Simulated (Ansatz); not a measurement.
The molecule CsNa, closed-shell singlet (lowest of 2S+1 = 1, 3 at CCSD(T)/def2-TZVPP on PBE0 minima; our sources give no spin for the ground state, which may be another). No spin–orbit coupling.

The constants come from a fifth-degree fit in 1/R (seven points, main isotopes). Runs in def2 and cc sets follow the lowest solution found near the PBE0 minimum. The singlet is held restricted.

Correlated levels freeze the inner cores; with def2 sets outer-core shells near the valence are correlated too.

Run with Ansatz (Gaussian orbitals). Values without a source in brackets are computed. In def2 rows elements past Kr take small-core potentials, without spin–orbit coupling.

### Question
What bond length and harmonic frequency does PBE/def2-TZVPP give?

### Answer
r_e = 3.888 Å, ω_e = 95 cm⁻¹.

### Question
What bond length and harmonic frequency does CCSD/def2-QZVPP give?

### Answer
r_e = 3.860 Å, ω_e = 102 cm⁻¹.

### Question
What bond length and harmonic frequency does CCSD(T)/def2-QZVPP give?

### Answer
r_e = 3.841 Å, ω_e = 101 cm⁻¹.

Doubts at one or more of the structures used: a restricted determinant that unrestricted orbitals would lower (CCSD/def2-QZVPP, CCSD(T)/def2-QZVPP).

Ansatz is a first-principles code.
